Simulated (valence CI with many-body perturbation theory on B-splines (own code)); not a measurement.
The numbers below are computed, except where a source is named.
**Bi LXXVIII: what each term of the Hamiltonian does**

Level of theory: valence CI with perturbative core correlation (CI+MBPT): four valence electrons over a frozen Dirac-Fock core [He], a basis of 11 s, 11 p, 9 d, 7 f, 5 g, 2 h, 1 i functions for each j, with the one-electron correlation potential Σ1, the two-electron term Σ2, the three-electron term Σ3, Breit, model QED; selected CI, second order for the rest (own B-spline code, finite nucleus).

The last digits are not significant, and no measured levels were compared; by estimate large intervals hold to a few tenths of a per cent, small ones and those within an open d or f shell to about a per cent. Among the levels kept, up to 280 cm⁻¹ of a level comes from second order outside the variational space, and about a tenth of that is noise between levels of different J, which matters for small intervals.

Each rung adds one term. CI alone is the Dirac-Coulomb CI over the frozen core; QED comes last and gives the full result, which names the levels. Energies are above (2s^2 2p1/2^2) J=0 on the same rung, in × 10³ cm⁻¹.

Levels are named by their leading jj configuration (3d3/2^4 stands for four electrons in 3d with j = 3/2), which in mixed levels can hold well under half, so a name can repeat and another be missing. Letters in brackets count levels of one name in rising energy.

| Level | CI alone |
| --- | --- |
| (2s^2 2p1/2 2p3/2) J=1 | 19782 |
| (2s^2 2p1/2 2p3/2) J=2 | 20022 |
| (2s 2p1/2^2 2p3/2) J=2 | 22814 |
| (2s 2p1/2^2 2p3/2) J=1 | 23607 |
| (2s^2 2p3/2^2) J=2 | 40009 |
| (2s^2 2p3/2^2) J=0 | 40506 |
| (2s 2p1/2 2p3/2^2) J=2 [a] | 42302 |
| (2s 2p1/2 2p3/2^2) J=3 | 42826 |
| (2s 2p1/2 2p3/2^2) J=0 | 43230 |
| (2s 2p1/2 2p3/2^2) J=1 [a] | 43512 |
| (2s 2p1/2 2p3/2^2) J=2 [b] | 43662 |
| (2s 2p1/2 2p3/2^2) J=1 [b] | 43609 |
| (2p1/2^2 2p3/2^2) J=2 | 46757 |
| (2p1/2^2 2p3/2^2) J=0 | 47270 |
| (2s 2p3/2^3) J=2 | 63054 |
| (2s 2p3/2^3) J=1 | 63840 |

Task: What do these energies become with core correlation, Breit and QED?

Result: (2s^2 2p1/2 2p3/2) J=1 19526 (-255.58); (2s^2 2p1/2 2p3/2) J=2 19671 (-350.74); (2s 2p1/2^2 2p3/2) J=2 22492 (-322.19); (2s 2p1/2^2 2p3/2) J=1 23322 (-285.42); (2s^2 2p3/2^2) J=2 39471 (-538.52); (2s^2 2p3/2^2) J=0 40073 (-433.34); (2s 2p1/2 2p3/2^2) J=2 [a] 41758 (-543.44); (2s 2p1/2 2p3/2^2) J=3 42132 (-694.11); (2s 2p1/2 2p3/2^2) J=0 42768 (-461.93); (2s 2p1/2 2p3/2^2) J=1 [a] 42980 (-531.74); (2s 2p1/2 2p3/2^2) J=2 [b] 43040 (-621.55); (2s 2p1/2 2p3/2^2) J=1 [b] 43086 (-523.20); (2p1/2^2 2p3/2^2) J=2 46174 (-582.66); (2p1/2^2 2p3/2^2) J=0 46795 (-475.26); (2s 2p3/2^3) J=2 62270 (-783.58); (2s 2p3/2^3) J=1 63090 (-749.81).

Task: How does the ionisation energy move along the ladder, and which term matters most?

Result: CI alone 24217, + Σ1 24217, + Σ2 24217, + Σ3 24217, + Breit 24156, + QED 24155 eV. The largest step is Breit, -61 eV. NIST lists 24150 ± 120 eV (theoretical).
